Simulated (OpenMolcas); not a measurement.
# Potential curves of In₂⁺: spin–orbit levels

Computed with OpenMolcas 26.06: state-averaged CASSCF(5,8) over In 5s 5p, In 5s 5p, XMS-CASPT2 (IPEA 0.25, imaginary shift 0.2 hartree), scalar X2C, ANO-RCC-VDZP, then RASSI spin–orbit state interaction with atomic mean-field integrals. C2 symmetry about the axis (a holds Σ, Δ, Γ; b holds Π, Φ, H; Σ⁺ and Σ⁻ are not told apart); roots by multiplicity and irrep: 2a 2, 2b 4, 4b 4, 4a 2.

XMS-CASPT2 energies with spin–orbit state interaction in eV from the lowest point. Curves are followed by energy order within each symmetry, so they are adiabatic and may change character at avoided crossings and where g and u states cross.

```json
{"R (Å)": "3.098", "(1)Ω=1/2": "0.189", "(2)Ω=1/2": "0.538", "(1)Ω=3/2": "0.744", "(3)Ω=1/2": "2.187", "(4)Ω=1/2": "3.887", "(2)Ω=3/2": "2.392", "(5)Ω=1/2": "3.960", "(6)Ω=1/2": "4.008", "(3)Ω=3/2": "4.035"}
{"R (Å)": "3.278", "(1)Ω=1/2": "0.063", "(2)Ω=1/2": "0.529", "(1)Ω=3/2": "0.729", "(3)Ω=1/2": "1.954", "(4)Ω=1/2": "3.643", "(2)Ω=3/2": "2.158", "(5)Ω=1/2": "4.022", "(6)Ω=1/2": "4.094", "(3)Ω=3/2": "4.168"}
{"R (Å)": "3.440", "(1)Ω=1/2": "0.012", "(2)Ω=1/2": "0.547", "(1)Ω=3/2": "0.743", "(3)Ω=1/2": "1.794", "(4)Ω=1/2": "3.341", "(2)Ω=3/2": "1.996", "(5)Ω=1/2": "4.153", "(6)Ω=1/2": "4.226", "(3)Ω=3/2": "4.300"}
{"R (Å)": "3.602", "(1)Ω=1/2": "0.000", "(2)Ω=1/2": "0.583", "(1)Ω=3/2": "0.774", "(3)Ω=1/2": "1.673", "(4)Ω=1/2": "3.068", "(2)Ω=3/2": "1.872", "(5)Ω=1/2": "4.273", "(6)Ω=1/2": "4.346", "(3)Ω=3/2": "4.420"}
{"R (Å)": "3.782", "(1)Ω=1/2": "0.018", "(2)Ω=1/2": "0.630", "(1)Ω=3/2": "0.819", "(3)Ω=1/2": "1.568", "(4)Ω=1/2": "2.799", "(2)Ω=3/2": "1.764", "(5)Ω=1/2": "4.391", "(6)Ω=1/2": "4.464", "(3)Ω=3/2": "4.539"}
{"R (Å)": "3.962", "(1)Ω=1/2": "0.058", "(2)Ω=1/2": "0.682", "(1)Ω=3/2": "0.869", "(3)Ω=1/2": "1.484", "(4)Ω=1/2": "2.564", "(2)Ω=3/2": "1.677", "(5)Ω=1/2": "4.490", "(6)Ω=1/2": "4.564", "(3)Ω=3/2": "4.639"}
{"R (Å)": "4.214", "(1)Ω=1/2": "0.134", "(2)Ω=1/2": "0.751", "(1)Ω=3/2": "0.937", "(3)Ω=1/2": "1.396", "(4)Ω=1/2": "2.290", "(2)Ω=3/2": "1.584", "(5)Ω=1/2": "4.610", "(6)Ω=1/2": "4.684", "(3)Ω=3/2": "4.760"}
{"R (Å)": "4.538", "(1)Ω=1/2": "0.251", "(2)Ω=1/2": "0.829", "(1)Ω=3/2": "1.017", "(3)Ω=1/2": "1.315", "(4)Ω=1/2": "2.015", "(2)Ω=3/2": "1.497", "(5)Ω=1/2": "4.730", "(6)Ω=1/2": "4.763", "(3)Ω=3/2": "4.879"}
{"R (Å)": "5.043", "(1)Ω=1/2": "0.439", "(2)Ω=1/2": "0.916", "(1)Ω=3/2": "1.109", "(3)Ω=1/2": "1.237", "(4)Ω=1/2": "1.717", "(2)Ω=3/2": "1.411", "(5)Ω=1/2": "4.862", "(6)Ω=1/2": "4.872", "(3)Ω=3/2": "5.009"}
{"R (Å)": "5.763", "(1)Ω=1/2": "0.673", "(2)Ω=1/2": "0.985", "(1)Ω=3/2": "1.192", "(3)Ω=1/2": "1.177", "(4)Ω=1/2": "1.471", "(2)Ω=3/2": "1.337", "(5)Ω=1/2": "4.976", "(6)Ω=1/2": "4.976", "(3)Ω=3/2": "5.117"}
{"R (Å)": "6.844", "(1)Ω=1/2": "0.893", "(2)Ω=1/2": "1.009", "(1)Ω=3/2": "1.240", "(3)Ω=1/2": "1.162", "(4)Ω=1/2": "1.310", "(2)Ω=3/2": "1.287", "(5)Ω=1/2": "5.040", "(6)Ω=1/2": "5.040", "(3)Ω=3/2": "5.172"}
{"R (Å)": "8.285", "(1)Ω=1/2": "0.982", "(2)Ω=1/2": "1.004", "(1)Ω=3/2": "1.255", "(3)Ω=1/2": "1.204", "(4)Ω=1/2": "1.253", "(2)Ω=3/2": "1.264", "(5)Ω=1/2": "5.060", "(6)Ω=1/2": "5.061", "(3)Ω=3/2": "5.184"}
```

With masses 114.904 and 114.904 u, fit the curves (1)Ω=1/2 near their minima.

At XMS-CASPT2 with spin–orbit state interaction, Te from the lowest curve (the fit fixes ωe to a per cent or two; the method's Re and ωe can be off by some per cent):

| curve | Te (cm⁻¹) | Re (Å) | ωe (cm⁻¹) |
| --- | --- | --- | --- |
| (1)Ω=1/2 | 0 | 3.581 | 70.9 |

The 9 lowest clean curves are shown; the next is (1)Ω=5/2, from 4.11 eV. g and u states are not told apart. Only roots inside an energy window near the equilibrium distance were included, so the list of states is not complete; labels number the states computed. Each spin and symmetry block has orbitals of its own, averaged over its own roots, so gaps between blocks are less sure than gaps within one and near the minimum can be off by tenths of an eV, in bad cases by more. No Rydberg orbitals are active, so Rydberg states, and σ→σ* states whose orbital the CASSCF left unused, can be missing between those listed. At stretched bonds a block can hold a wrong CASSCF solution and miss its lowest state; points past a visible jump are left out. Points that failed a check (symmetry, reference weights, a jump) are left out.
